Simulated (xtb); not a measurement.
C$_{2}$H$_{5}$O, doublet, at a GFN2-xTB geometry, atoms displaced at random by about 0.05 Å a coordinate; GFN1-xTB with ALPB(hexane) in xtb.

Here is a job for xtb.
```
$ xtb mol.xyz --gfn 1 --uhf 1 --opt --alpb hexane --json

# file mol.xyz
8

C      1.18329564    -0.16715504     0.29207503
C     -0.24571214    -0.29988663     0.11277725
O     -0.97729048     0.61943333    -0.46801622
H      1.57491727    -0.94114645     0.86840725
H      1.70888891    -0.16667165    -0.78801543
H      1.41791173     0.80100611     0.68447159
H     -0.79072986    -0.35713752     1.19836453
H     -0.65162269    -1.24777322    -0.23012851
```

**Question.** Write the output that xtb gives for this input, abridged.

**Answer.** 
```
   ID    Z sym.   atoms
    1    6 C      1, 2
    2    8 O      3
    3    1 H      4-8

           -------------------------------------------------
          |                Calculation Setup                |
           -------------------------------------------------

           -------------------------------------------------
          |                 G F N 1 - x T B                 |
           -------------------------------------------------

      * Solvation model:               ALPB
        Solvent                        hexane
        Parameter file                 internal GFN1-xTB/ALPB
        Dielectric constant                1.8800E+00
        Reference state                gsolv [1 M gas/solution]
        Free energy shift                  4.1595E-03 Eh       2.6101E+00 kcal/mol
        Temperature                        2.9815E+02 K
        Density                            6.6000E-01 kg/L
        Solvent mass                       8.6180E+01 g/mol
        Interaction kernel             P16
        Born radius scaling (c1)           1.4775E+00
        Born radii integrator          GBOBC
        Born offset                        0.0000E+00 a0       0.0000E+00 AA
        H-bond correction              false
        Ion screening                  false
        Surface tension                    1.0000E-05 Eh       1.5569E+01 dyn/cm
        Grid points                               230 per atom

          ...................................................
          :                      SETUP                      :
          :.................................................:
          :  # basis functions                  22          :
          :  # atomic orbitals                  22          :
          :  # shells                           16          :
          :  # electrons                        19          :
          :  # halogen bonds                     0          :
          :  max. iterations                   250          :
          :  Hamiltonian                  GFN1-xTB          :
          :  restarted?                      false          :
          :  GBSA solvation                   true          :
          :  PC potential                    false          :
          :  electronic temp.          300.0000000     K    :
          :  accuracy                    1.0000000          :
          :  -> integral cutoff          0.2500000E+02      :
          :  -> integral neglect         0.1000000E-07      :
          :  -> SCF convergence          0.1000000E-05 Eh   :
          :  -> wf. convergence          0.2000000E-04 e    :
          :  Broyden damping             0.4000000          :
          :  net charge                          0          :
          :  unpaired electrons                  1          :
          ...................................................

 iter      E             dE          RMSdq      gap      omega  full diag
   1    -11.5495377 -0.115495E+02  0.733E+00    7.67       0.0  T
   2    -11.6121408 -0.626031E-01  0.441E+00    7.29       1.0  T
   3    -11.6125695 -0.428665E-03  0.179E+00    7.90       1.0  T
   4    -11.6160030 -0.343355E-02  0.147E-01    7.66       1.0  T
   5    -11.6161072 -0.104171E-03  0.309E-02    7.67       1.1  T
   6    -11.6161105 -0.329528E-05  0.774E-03    7.66       4.6  T
   7    -11.6161109 -0.433420E-06  0.218E-03    7.66      16.2  T
   8    -11.6161109 -0.301602E-07  0.275E-04    7.66     128.8  T
   9    -11.6161109 -0.480501E-09  0.400E-05    7.66     882.9  T
  10    -11.6161109 -0.376055E-11  0.929E-06    7.66    3806.8  T

   *** convergence criteria satisfied after 10 iterations ***

         :::::::::::::::::::::::::::::::::::::::::::::::::::::
         ::                     SUMMARY                     ::
         :::::::::::::::::::::::::::::::::::::::::::::::::::::
         :: total energy             -11.504470449713 Eh    ::
         :: total w/o Gsasa/hb       -11.504334510790 Eh    ::
         :: gradient norm              0.136639605594 Eh/a0 ::
         :: HOMO-LUMO gap              7.664516827042 eV    ::
         ::.................................................::
         :: SCC energy               -11.616110936302 Eh    ::
         :: -> electrostatic           0.061458129872 Eh    ::
         :: -> Gsolv                  -0.005919488084 Eh    ::
         ::    -> Gelec               -0.005783549161 Eh    ::
         ::    -> Gsasa               -0.004295427627 Eh    ::
         ::    -> Ghb                  0.000000000000 Eh    ::
         ::    -> Gshift               0.004159488704 Eh    ::
         :: repulsion energy           0.113150913546 Eh    ::
         :: dispersion energy         -0.001510426957 Eh    ::
         :: halogen bond corr.         0.000000000000 Eh    ::
         :: add. restraining           0.000000000000 Eh    ::
         :: total charge               0.000000000000 e     ::
         :::::::::::::::::::::::::::::::::::::::::::::::::::::

      -----------------------------------------------------------
     |                   =====================                   |
     |                        A N C O P T                        |
     |                   =====================                   |
     |               Approximate Normal Coordinate               |
     |                Rational Function Optimizer                |
      -----------------------------------------------------------
      -----------------------------------------------------------
     |                   =====================                   |
     |                        A N C O P T                        |
     |                   =====================                   |
     |               Approximate Normal Coordinate               |
     |                Rational Function Optimizer                |
      -----------------------------------------------------------

          ...................................................
[...]
 * total energy  :   -11.5044704 Eh     change       -0.4458656E-12 Eh
 * total energy  :   -11.5194684 Eh     change       -0.1499800E-01 Eh
 * total energy  :   -11.5223229 Eh     change       -0.2854452E-02 Eh
 * total energy  :   -11.5225143 Eh     change       -0.1914399E-03 Eh
 * total energy  :   -11.5225457 Eh     change       -0.3132802E-04 Eh
 * total energy  :   -11.5225536 Eh     change       -0.7924740E-05 Eh
 * total energy  :   -11.5225556 Eh     change       -0.1981166E-05 Eh
   *** GEOMETRY OPTIMIZATION CONVERGED AFTER 7 ITERATIONS ***
[...]
          :  Broyden damping             0.4000000          :
          :  net charge                          0          :
          :  unpaired electrons                  1          :
          ...................................................

 iter      E             dE          RMSdq      gap      omega  full diag
   1    -11.6277021 -0.116277E+02  0.117E-06    8.01       0.0  T
   2    -11.6277021  0.888178E-14  0.485E-07    8.01   72834.0  T
   3    -11.6277021 -0.230926E-13  0.108E-07    8.01  100000.0  T

   *** convergence criteria satisfied after 3 iterations ***

         :::::::::::::::::::::::::::::::::::::::::::::::::::::
         ::                     SUMMARY                     ::
         :::::::::::::::::::::::::::::::::::::::::::::::::::::
         :: total energy             -11.522555575540 Eh    ::
         :: total w/o Gsasa/hb       -11.522419064210 Eh    ::
         :: gradient norm              0.000851965636 Eh/a0 ::
         :: HOMO-LUMO gap              8.013705348889 eV    ::
         ::.................................................::
         :: SCC energy               -11.627702113315 Eh    ::
         :: -> electrostatic           0.057365974276 Eh    ::
         :: -> Gsolv                  -0.005657762429 Eh    ::
         ::    -> Gelec               -0.005521251099 Eh    ::
         ::    -> Gsasa               -0.004296000034 Eh    ::
         ::    -> Ghb                  0.000000000000 Eh    ::
         ::    -> Gshift               0.004159488704 Eh    ::
         :: repulsion energy           0.106655024957 Eh    ::
         :: dispersion energy         -0.001508487181 Eh    ::
         :: halogen bond corr.         0.000000000000 Eh    ::
         :: add. restraining           0.000000000000 Eh    ::
         :: total charge              -0.000000000000 e     ::
         :::::::::::::::::::::::::::::::::::::::::::::::::::::

           -------------------------------------------------
          |                Property Printout                |
           -------------------------------------------------

    * Orbital Energies and Occupations

         #    Occupation            Energy/Eh            Energy/eV
      -------------------------------------------------------------
         1        2.0000           -0.7705394             -20.9674
         2        2.0000           -0.6725974             -18.3023
         3        2.0000           -0.6386801             -17.3794
         4        2.0000           -0.5983894             -16.2830
         5        2.0000           -0.5851428             -15.9225
         6        2.0000           -0.5553448             -15.1117
         7        2.0000           -0.5230463             -14.2328
         8        2.0000           -0.5220176             -14.2048
         9        1.9934           -0.4506956             -12.2641
        10        1.0066           -0.4411684             -12.0048 (HOMO)
        11                         -0.1466701              -3.9911 (LUMO)
        12                         -0.1374548              -3.7403
        13                         -0.1033323              -2.8118
        14                         -0.0751404              -2.0447
        15                         -0.0634806              -1.7274
        16                          0.0971047               2.6424
        17                          0.1340548               3.6478
        18                          0.2148831               5.8473
        19                          0.2729894               7.4284
        20                          0.3395958               9.2409
        21                          0.3698543              10.0642
        22                          0.4338087              11.8045
      -------------------------------------------------------------
                  HL-Gap            0.2944983 Eh            8.0137 eV
             Fermi-level           -0.3699256 Eh          -10.0662 eV

  Mulliken/CM5 charges         n(s)   n(p)   n(d)
     1C    -0.12026 -0.26834   1.021  3.099  0.000
     2C     0.26956  0.20088   0.989  2.742  0.000
     3O    -0.51304 -0.57442   1.773  4.740  0.000
     4H     0.03503  0.08687   0.965  0.000  0.000
     5H     0.05985  0.11313   0.940  0.000  0.000
     6H     0.05868  0.11222   0.941  0.000  0.000
     7H     0.11508  0.17510   0.885  0.000  0.000
     8H     0.09510  0.15456   0.905  0.000  0.000

Wiberg/Mayer (AO) data.
largest (>0.10) Wiberg bond orders for each atom

 ---------------------------------------------------------------------------
     #   Z sym  total        # sym  WBO       # sym  WBO       # sym  WBO
 ---------------------------------------------------------------------------
     1   6 C    3.993 --     2 C    0.994     4 H    0.990     6 H    0.972
                             5 H    0.966
     2   6 C    3.934 --     3 O    1.314     1 C    0.994     8 H    0.824
                             7 H    0.797
     3   8 O    1.642 --     2 C    1.314     7 H    0.118     8 H    0.102
     4   1 H    1.003 --     1 C    0.990
     5   1 H    1.004 --     1 C    0.966
     6   1 H    1.004 --     1 C    0.972
     7   1 H    0.976 --     2 C    0.797     3 O    0.118
     8   1 H    0.989 --     2 C    0.824     3 O    0.102
 ---------------------------------------------------------------------------

Topologies differ in total number of bonds
Writing topology from bond orders to xtbtopo.mol

 dipole moment from electron density (au)
     X       Y       Z
   0.7310  -1.2903   0.9124  total (Debye):    4.426

optimized geometry written to: xtbopt.xyz

           -------------------------------------------------
          | TOTAL ENERGY              -11.522555575540 Eh   |
          | GRADIENT NORM               0.000851965636 Eh/α |
          | HOMO-LUMO GAP               8.013705348889 eV   |
           -------------------------------------------------

normal termination of xtb
```
